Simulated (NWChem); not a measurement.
**Atomisation of C4H5Cl**

```xyz
10

Cl     0.0647    -1.7851     0.0000
C      0.0626    -0.0575     0.0000
C      1.0324     0.8704     0.0000
C      0.0272     2.0122     0.0000
C     -1.0938     0.9131     0.0000
H      2.1226     0.8292     0.0000
H      0.0365     2.6537     0.8971
H      0.0365     2.6537    -0.8971
H     -1.7324     0.8903     0.8979
H     -1.7324     0.8903    -0.8979
```
Charge 0, spin multiplicity 1.

Program: NWChem. Structure: optimised with B3LYP/def2-SVP, a minimum by its harmonic frequencies. It is one conformer; others weren't searched.

Basis set: def2-TZVP. The atomisation energy is electronic alone: no zero-point, thermal, spin-orbit or counterpoise terms. No value is extrapolated to the basis-set limit. Free atoms are single determinants with multiplicities Cl 2, C 3, H 2. Correlated methods freeze the same cores in atoms and molecule, 9 orbitals in all.

B3LYP has NWChem's definition, with VWN1-RPA local correlation. The structure started from a generated list of species. The stability of the SCF solutions was not checked. Open-shell Hartree-Fock references start from PBE0 orbitals.

Problem. Order these methods by the atomisation energy they give, lowest first: PBE, B3LYP, TPSS, MP2, M06-2X, HF.

Solution. HF (716.8 kcal/mol), MP2 (971.5 kcal/mol), B3LYP (972.4 kcal/mol), M06-2X (983.1 kcal/mol), TPSS (988.3 kcal/mol), PBE (1012.9 kcal/mol)
